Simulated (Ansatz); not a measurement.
Total energies of Ge₃Te₃ from Ansatz at PBE0-D4/def2-SVP, gas phase (1 Eh = 27.2114 eV = 2625.5 kJ/mol). The reference geometry is relaxed at r2SCAN-D4/def2-SVP.

Cartesian coordinates in Å:
```
Ge -1.115 -0.591 0.931
Ge -0.843 1.368 -1.966
Ge 2.265 0.322 1.127
Te -1.630 -1.021 -1.667
Te 1.182 -1.969 1.065
Te 0.141 1.891 0.509
```

| state | geometry | energy (Eh) |
| --- | --- | --- |
| charge 0 singlet | reference | -7033.74218 |
| charge 1 doublet | reference | -7033.45995 |
| charge -1 doublet | reference | -7033.80070 |
| free Ge atom (triplet) | – | -2076.39507 |
| free Te atom (triplet) | – | -267.98598 |

In the def2 sets Te takes a core potential; there is no spin–orbit coupling.

Task: Work out the vertical ionisation energy to the doublet.

Result: E(charge 1 doublet) − E(charge 0 singlet) = -7033.45995 − (-7033.74218) = 0.28223 Eh = 7.68 eV. For comparison, −ε of the highest occupied level is 6.21 eV at this level, 1.47 eV less.

Task: Work out the vertical electron affinity, to the doublet.

Result: E(charge 0 singlet) − E(charge -1 doublet) = -7033.74218 − (-7033.80070) = 0.05852 Eh = 1.59 eV. The basis lacks diffuse functions, which makes affinities too small.

Task: Give the fundamental gap IE − EA, the Mulliken electronegativity (IE + EA)/2 and the hardness (IE − EA)/2.

Result: From the values in Eh: IE − EA = 0.28223 − 0.05852 = 0.22371 Eh = 6.09 eV; (IE + EA)/2 = 4.64 eV; (IE − EA)/2 = 3.04 eV. The HOMO–LUMO gap of the same run is 3.26 eV, 2.83 eV smaller than the fundamental gap.

Task: What is the binding energy per atom against free atoms?

Result: Atoms: 3 × (-2076.39507) + 3 × (-267.98598) = -7033.14315 Eh. Binding: -7033.14315 − (-7033.74218) = 0.59903 Eh = 16.30 eV, or 2.72 eV for each of 6 atoms (no zero-point energy, no counterpoise term).

The structure comes from a short search, and lower isomers may exist.
